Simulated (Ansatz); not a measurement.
Program: Ansatz 0.2.0.

A structure relaxed at PBE0-D4/def2-TZVP, charge 0, multiplicity 1:

```xyz
3

Cl   -1.3908    0.1416    1.7810
Cd   -0.0001    0.0002   -0.0001
Cl    1.3909   -0.1418   -1.7809
```

Q: Give its formula and SMILES.

A: CdCl2, `[Cl][Cd][Cl]`.

Q: Point group (tolerance 0.08 Å, 0.16 Å for H)?

A: D∞h.

Q: Summarise the bond lengths by kind.

A: 2 × Cd–Cl 2.264 Å.
